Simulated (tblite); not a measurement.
C₉H₉BF₂.
Atom-mapped SMILES: `[CH2:1]=[C:2]([CH3:3])[c:4]1[cH:5][cH:6][cH:7][c:8]([B:9]([F:10])[F:11])[cH:12]1` (hydrogens: H13, H14 on C1; H15, H16, H17 on C3; H18 on C5; H19 on C6; H20 on C7; H21 on C12)

Computed with GFN2-xTB (tblite), gas phase: L-BFGS steps from a force-field or distance-geometry start until the largest atomic force falls under 0.01 eV/Å.

Step 48: E = -941.9302 eV
```
atom  x, y, z in Å  |  force x, y, z in eV/Å
C1     -2.8731    0.7898    0.0300   -0.006  -0.012  -0.008
C2     -1.8519   -0.0648   -0.0252   -0.005   0.030   0.029
C3     -2.1344   -1.5398   -0.1185    0.009   0.081   0.027
C4     -0.4361    0.3441    0.0066   -0.014  -0.027   0.023
C5     -0.0476    1.6861    0.0240   -0.019  -0.046   0.019
C6      1.2890    2.0381    0.0326   -0.052   0.021  -0.001
C7      2.2776    1.0692    0.0343   -0.053   0.043  -0.004
C8      1.9264   -0.2804    0.0442    0.027   0.022  -0.003
B9      3.0351   -1.3901    0.0438    0.027  -0.026  -0.023
F10     3.3448   -2.1259    1.0940   -0.050  -0.013  -0.033
F11     3.7535   -1.6735   -1.0260    0.046   0.010   0.035
C12     0.5752   -0.6184    0.0286    0.019   0.006   0.002
H13    -2.7762    1.8605    0.0905    0.068  -0.079   0.021
H14    -3.8871    0.4243    0.0157    0.013   0.037  -0.020
H15    -3.2068   -1.7154   -0.1317    0.017  -0.022  -0.028
H16    -1.7103   -2.0617    0.7373   -0.035  -0.034   0.019
H17    -1.6968   -1.9538   -1.0258   -0.040  -0.012   0.000
H18    -0.8003    2.4599    0.0401    0.082   0.000  -0.057
H19     1.5641    3.0822    0.0313    0.010   0.016   0.021
H20     3.3206    1.3535    0.0446   -0.051   0.000  -0.023
H21     0.3253   -1.6669    0.0289    0.008   0.004   0.003
```

Step 49: E = -941.9322 eV
```
atom  x, y, z in Å  |  force x, y, z in eV/Å
C1     -2.8753    0.7878    0.0365   -0.010  -0.005   0.004
C2     -1.8514   -0.0638   -0.0271   -0.029   0.052   0.033
C3     -2.1319   -1.5394   -0.1201    0.019   0.117   0.033
C4     -0.4347    0.3446    0.0012   -0.048  -0.011   0.020
C5     -0.0459    1.6864    0.0190   -0.021  -0.041   0.028
C6      1.2905    2.0387    0.0271   -0.033   0.011  -0.008
C7      2.2791    1.0701    0.0299   -0.051  -0.001  -0.023
C8      1.9265   -0.2794    0.0400    0.007  -0.016   0.018
B9      3.0315   -1.3911    0.0496    0.054  -0.014  -0.028
F10     3.3059   -2.1517    1.0923   -0.056  -0.014  -0.051
F11     3.7858   -1.6468   -1.0025    0.053  -0.001   0.044
C12     0.5755   -0.6189    0.0232   -0.014   0.027  -0.001
H13    -2.7884    1.8594    0.1001    0.110  -0.084   0.017
H14    -3.8893    0.4205    0.0313    0.030   0.015  -0.032
H15    -3.2038   -1.7166   -0.1248    0.020  -0.033  -0.033
H16    -1.6979   -2.0567    0.7325   -0.046  -0.063   0.043
H17    -1.6973   -1.9518   -1.0291   -0.050  -0.018  -0.018
H18    -0.7968    2.4617    0.0382    0.063  -0.006  -0.064
H19     1.5655    3.0822    0.0230    0.014   0.038   0.027
H20     3.3238    1.3483    0.0384   -0.065   0.025  -0.018
H21     0.3197   -1.6666    0.0206    0.054   0.024   0.009
```

Step 50: E = -941.9349 eV
```
atom  x, y, z in Å  |  force x, y, z in eV/Å
C1     -2.8778    0.7853    0.0444   -0.007   0.001   0.018
C2     -1.8509   -0.0622   -0.0289   -0.050   0.055   0.034
C3     -2.1290   -1.5379   -0.1216    0.023   0.100   0.035
C4     -0.4334    0.3442   -0.0048   -0.074   0.019   0.017
C5     -0.0440    1.6855    0.0135   -0.014  -0.014   0.031
C6      1.2914    2.0401    0.0208    0.005  -0.008  -0.015
C7      2.2798    1.0721    0.0243   -0.034  -0.063  -0.042
C8      1.9270   -0.2777    0.0344   -0.024  -0.064   0.036
B9      3.0280   -1.3919    0.0558    0.088  -0.010  -0.027
F10     3.2577   -2.1830    1.0876   -0.062  -0.001  -0.096
F11     3.8262   -1.6150   -0.9718    0.047  -0.010   0.074
C12     0.5765   -0.6198    0.0166   -0.057   0.044  -0.002
H13    -2.8001    1.8569    0.1129    0.153  -0.057   0.012
H14    -3.8916    0.4174    0.0489    0.037  -0.018  -0.045
H15    -3.2006   -1.7182   -0.1181    0.029  -0.036  -0.035
H16    -1.6858   -2.0509    0.7286   -0.062  -0.081   0.053
H17    -1.6981   -1.9512   -1.0322   -0.062  -0.010  -0.019
H18    -0.7906    2.4636    0.0340    0.009  -0.004  -0.066
H19     1.5664    3.0830    0.0145    0.011   0.055   0.031
H20     3.3263    1.3430    0.0299   -0.068   0.058  -0.010
H21     0.3136   -1.6664    0.0106    0.111   0.043   0.017
```

Step 51: E = -941.9387 eV
```
atom  x, y, z in Å  |  force x, y, z in eV/Å
C1     -2.8785    0.7833    0.0518    0.012   0.003   0.034
C2     -1.8503   -0.0617   -0.0308   -0.062   0.041   0.027
C3     -2.1284   -1.5359   -0.1215    0.021   0.039   0.018
C4     -0.4318    0.3409   -0.0096   -0.084   0.061   0.010
C5     -0.0422    1.6813    0.0099   -0.004   0.046   0.021
C6      1.2906    2.0421    0.0173    0.059  -0.030  -0.022
C7      2.2794    1.0759    0.0185    0.005  -0.141  -0.061
C8      1.9291   -0.2750    0.0262   -0.080  -0.106   0.047
B9      3.0268   -1.3908    0.0581    0.034   0.064  -0.009
F10     3.2117   -2.2084    1.0758   -0.055  -0.062  -0.026
F11     3.8664   -1.5871   -0.9381    0.119  -0.022  -0.019
C12     0.5791   -0.6219    0.0090   -0.101   0.059   0.002
H13    -2.8046    1.8526    0.1295    0.190   0.020   0.004
H14    -3.8928    0.4197    0.0628    0.022  -0.069  -0.056
H15    -3.1990   -1.7185   -0.1239    0.005  -0.028  -0.030
H16    -1.6905   -2.0428    0.7341   -0.052  -0.103   0.082
H17    -1.6926   -1.9594   -1.0250   -0.057   0.014  -0.032
H18    -0.7813    2.4639    0.0261   -0.091   0.011  -0.052
H19     1.5635    3.0856    0.0122    0.003   0.051   0.029
H20     3.3270    1.3406    0.0184   -0.055   0.093   0.004
H21     0.3095   -1.6677   -0.0014    0.170   0.058   0.029
```

Q: Estimate the geometry and energy of step 52. (The exact step hangs on the optimiser's Hessian estimate; all steps are aligned on step 51, rigid shifts and turns removed.)

A: E = -941.9089 eV, largest force 1.123 eV/Å
```
atom  x, y, z in Å  |  force x, y, z in eV/Å
C1     -2.8895    0.7765    0.0797    0.047  -0.004   0.055
C2     -1.8514   -0.0534   -0.0348   -0.108  -0.013   0.037
C3     -2.1166   -1.5275   -0.1260   -0.019  -0.179   0.044
C4     -0.4317    0.3433   -0.0282   -0.090   0.130   0.016
C5     -0.0364    1.6804   -0.0068    0.011   0.161   0.000
C6      1.2947    2.0456   -0.0063    0.148  -0.069  -0.027
C7      2.2799    1.0776   -0.0025    0.081  -0.215  -0.081
C8      1.9281   -0.2737    0.0120   -0.067  -0.239   0.041
B9      3.0180   -1.3929    0.0787    0.631  -0.467  -0.021
F10     3.0516   -2.3163    1.0577    0.068   0.615  -0.937
F11     4.0035   -1.4842   -0.8350   -0.663  -0.074   0.890
C12     0.5777   -0.6211   -0.0115   -0.182   0.060   0.013
H13    -2.8361    1.8439    0.1695    0.259   0.117  -0.003
H14    -3.9002    0.4035    0.1193    0.051  -0.117  -0.089
H15    -3.1867   -1.7271   -0.0963    0.094  -0.002  -0.033
H16    -1.6447   -2.0302    0.7194   -0.136  -0.070  -0.012
H17    -1.7022   -1.9522   -1.0432   -0.094   0.083   0.056
H18    -0.7621    2.4718    0.0103   -0.246   0.038  -0.046
H19     1.5698    3.0892   -0.0179   -0.019   0.023   0.034
H20     3.3302    1.3273   -0.0079   -0.036   0.151   0.016
H21     0.2949   -1.6638   -0.0309    0.271   0.070   0.049
```

The energy changes by +0.0297 eV. The first-order estimate −F·Δx gives -0.0112 eV and the mean of the old and new forces, exact on a quadratic surface, +0.0459 eV. The step makes an angle of 86° with the force vector and moves no atom by more than 0.200 Å. The energy falls at the start of this step and ends higher, so the step passed the lowest point of its straight line.

The cost below is that of the whole relaxation. On one thread, Intel Xeon at 2.50 GHz (x86_64), on a shared host, this took 5.4 s wall, 4.8 s CPU.
